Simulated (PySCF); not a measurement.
Working with the constants of MgAs

UHF-CCSD(T) constants of MgAs, ⁴Σ⁻ (quartet), unpaired electrons σ ↑, π ↑↑ (basis Mg def2-SVP, As def2-SVP; no relativity; PySCF 2.14; masses 23.9850 and 74.9216 u):

```
ωe              : 208.1 cm⁻¹
ωexe            : 3.49 cm⁻¹
Be              : 0.12569 cm⁻¹
αe              : 0.00171 cm⁻¹
D (centrifugal) : 1.83e-07 cm⁻¹
De to Mg + As   : 0.261 eV
```

**Question.** Give the vibrational terms G(v) and spacings up to v = 6.

**Answer.** G(v) = ωe(v+½) − ωexe(v+½)².

```csv
v,G(v) (cm⁻¹),G(v) − G(v−1),Bv (cm⁻¹)
0,103.2,,0.1248
1,304.3,201.1,0.1231
2,498.4,194.1,0.1214
3,685.6,187.2,0.1197
4,865.8,180.2,0.1180
5,1039.0,173.2,0.1163
6,1205.2,166.2,0.1146
```

**Question.** How well does the Morse estimate ωe²/(4ωexe) reproduce De, and what is D0?

**Answer.** It gives 0.385 eV, 147 % of the computed De. D0 = De − G(0) = 0.261 − 0.013 = 0.248 eV.

Correlated steps freeze 10 core orbitals. The bond is weak. Basis-set superposition, not corrected here, can be much of De in a small basis, most of all at correlated wavefunction levels. Spin–orbit coupling is left out. The state is the lowest determinant that a PBE0 search found; another state may lie lower at other levels.
